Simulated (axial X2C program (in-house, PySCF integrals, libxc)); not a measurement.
Nuclear properties of InSi⁺

Computed with an axial X2C code built on PySCF integrals: two-component X2C with atomic mean-field Coulomb and Gaunt terms, Gaussian nuclei, basis In dyall-cv3z, Si dyall-v3z with contracted cores.

R = 2.658 Å (near the PBE0 minimum at charge 1 of the determinant lowest at the starting distance; the state shown can have its own minimum elsewhere).

Determinant lowest in the PBE0 search, Ω = 2 (⟨Sz⟩ = 1.00, ⟨Lz⟩ = 1.00 at PBE0), spin on the atoms In 0.23, Si 0.77:

```
 level  Eeff magnitude (GV/cm)  Ws magnitude In (kHz)  A∥/gI In (MHz)  qzz In (a.u.)  A∥/gI Si (MHz)  qzz Si (a.u.)
  PBE0                    10.4                   3.05             286          -3.38            87.5          -0.97
    HF                    15.8                   4.67            82.8          -3.74              76          -0.92
r2SCAN                    10.5                   3.08             280          -3.43            98.7          -1.02
  BP86                    8.96                   2.63             329          -3.22            99.5          -1.01
   PBE                    8.93                   2.62             331          -3.20            90.6          -1.01
```

Determinant 0.05 eV from it at PBE0 and this distance, Ω = 1 (⟨Sz⟩ = 0.98, ⟨Lz⟩ = 0.02 at PBE0), spin on the atoms In 0.14, Si 0.83:

```csv
level,Eeff magnitude (GV/cm),Ws magnitude In (kHz),A∥/gI In (MHz),qzz In (a.u.),A∥/gI Si (MHz),qzz Si (a.u.)
PBE0,3.42,1.87,-432,0.28,-85.9,1.36
HF,18,10.3,-619,-2.45,181,0.28
r2SCAN,2.63,1.42,-452,0.40,-62.4,1.36
BP86,2.11,1.12,-397,0.61,-84.7,1.32
PBE,2.17,1.15,-408,0.55,-105,1.32
```

Eeff is the effective electric field on the electron electric dipole moment in this Ω state and Ws the scalar–pseudoscalar constant of the nucleus named (defined with the proton number Z and per Ω); A∥ (defined per Ω) follows by multiplying with gI = μI/(I μN); qzz is the electric field gradient, eQq0 = 234.96 MHz × Q/barn × qzz. The operators were transformed with the bare-nucleus X2C matrices; with these basis sets, hyperfine constants and field gradients can be off by tens of per cent, and where levels differ in sign neither size nor sign is settled.

Problem. With Q(115In) = 0.772 barn, gI(29Si) = -1.1106 (g factors from the IAEA table of nuclear moments by Stone; Q from Pyykkö, Mol. Phys. 2018), turn the PBE0 values of the first state into constants in MHz.

Solution. eQq0(115In) = 234.96 × (0.772) × (-3.38) = -613 MHz; A∥(29Si) = 87.5 × -1.1106 = -97.2 MHz.

Each state is one determinant with collinear spin, which with several unpaired electrons need not be a pure state. Unrestricted Hartree–Fock can overshoot spin polarisation at the nuclei. With several open shells hyperfine constants can be off by a factor of several. Where Eeff spreads by more than a factor of two the levels disagree and none is to be relied on. Open-shell Ω = 0 determinants with evenly filled partner blocks cannot be reached by this program, so the Ω shown need not be the lowest component. At BP86, PBE, r2SCAN a later determinant lies lower. States lie within half an eV, so the first need not be the ground state. Further determinants of the search, some of them spin-mixed, are not shown. Where a field gradient or hyperfine factor spreads by more than a factor of two over the levels, a constant derived from it is not to be relied on. PBE0 term energies can be off by some tenths of an eV.
